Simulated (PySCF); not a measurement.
5-bromo-2-chloropyridine, C5H3BrClN.
Atom-mapped SMILES: `[Cl:1][c:2]1[cH:3][cH:4][c:5]([Br:6])[cH:7][n:8]1` (hydrogens: H9 on C3; H10 on C4; H11 on C7)

Structure used (GFN2-xTB), in Å, numbered top down from 1:
```
atom  x, y, z in Å
Cl1   -3.0215   -0.9593    0.0142
C2    -1.3658   -0.5120    0.0039
C3    -1.0061    0.8330    0.0235
C4     0.3427    1.1352    0.0137
C5     1.2552    0.0876   -0.0149
Br6    3.1178    0.4376   -0.0306
C7     0.7901   -1.2193   -0.0323
N8    -0.4969   -1.5020   -0.0226
H9    -1.7567    1.6056    0.0454
H10    0.6821    2.1597    0.0279
H11    1.4647   -2.0633   -0.0542
```

PySCF closed-shell single points with density fitting, gas phase. The input was altered on purpose; the results of an altered input aren't properties of the species above.

Problem. What comes out at PBE0/SBKJC-VDZ with: start guess 1e, at most 54 cycles, all coordinates scaled by 1.3?

Solution. E = -67.5149 Eh; HOMO -7.44 eV, LUMO -4.65 eV (gap 2.79 eV), in 25 cycles. The distance Cl1···C2 goes from 1.715 to 2.230 Å. The response step found this closed-shell solution unstable or close to it.

Coordinates of the altered input:
```
atom  x, y, z in Å
Cl1   -3.9280   -1.2470    0.0185
C2    -1.7756   -0.6656    0.0050
C3    -1.3079    1.0829    0.0306
C4     0.4455    1.4757    0.0178
C5     1.6318    0.1139   -0.0193
Br6    4.0531    0.5689   -0.0398
C7     1.0271   -1.5851   -0.0420
N8    -0.6460   -1.9526   -0.0294
H9    -2.2838    2.0872    0.0590
H10    0.8867    2.8076    0.0363
H11    1.9041   -2.6823   -0.0705
```

The SCF part of the output:
```
final grid: 107968 points
cycle   1  E = -7.6777730469  dE =  7.306e+00  |g| = 4.863e+00  |ddm| = 1.799e+02
cycle   2  E = -7.2407999429  dE =  4.370e-01  |g| = 5.394e+00  |ddm| = 1.791e+02
cycle   3  E = -49.7902397779  dE = -4.255e+01  |g| = 5.326e+00  |ddm| = 1.584e+01
cycle   4  E = -53.1298757910  dE = -3.340e+00  |g| = 5.112e+00  |ddm| = 1.148e+01
cycle   5  E = -63.8608372901  dE = -1.073e+01  |g| = 2.563e+00  |ddm| = 7.373e+00
cycle   6  E = -59.4909086681  dE =  4.370e+00  |g| = 3.036e+00  |ddm| = 5.229e+00
cycle   7  E = -63.6190122879  dE = -4.128e+00  |g| = 2.559e+00  |ddm| = 5.939e+00
cycle   8  E = -66.9330372000  dE = -3.314e+00  |g| = 1.261e+00  |ddm| = 4.115e+00
cycle   9  E = -67.0602581932  dE = -1.272e-01  |g| = 1.125e+00  |ddm| = 2.404e+00
cycle  10  E = -67.4133037635  dE = -3.530e-01  |g| = 5.312e-01  |ddm| = 1.405e+00
... (5 lines left out)
cycle  16  E = -67.5148957426  dE = -1.632e-04  |g| = 5.567e-03  |ddm| = 2.921e-02
cycle  17  E = -67.5149078063  dE = -1.206e-05  |g| = 2.506e-03  |ddm| = 9.758e-03
cycle  18  E = -67.5149092746  dE = -1.468e-06  |g| = 1.715e-03  |ddm| = 4.428e-03
cycle  19  E = -67.5149100738  dE = -7.993e-07  |g| = 1.051e-03  |ddm| = 3.000e-03
cycle  20  E = -67.5149105050  dE = -4.312e-07  |g| = 2.640e-04  |ddm| = 1.535e-03
cycle  21  E = -67.5149105601  dE = -5.510e-08  |g| = 2.086e-04  |ddm| = 1.080e-03
cycle  22  E = -67.5149105725  dE = -1.236e-08  |g| = 6.740e-05  |ddm| = 2.296e-04
cycle  23  E = -67.5149105694  dE =  3.041e-09  |g| = 1.250e-04  |ddm| = 2.392e-04
cycle  24  E = -67.5149105744  dE = -4.978e-09  |g| = 1.997e-05  |ddm| = 1.437e-04
cycle  25  E = -67.5149105746  dE = -1.463e-10  |g| = 4.868e-06  |ddm| = 3.179e-05
converged SCF energy = -67.5149105746
```
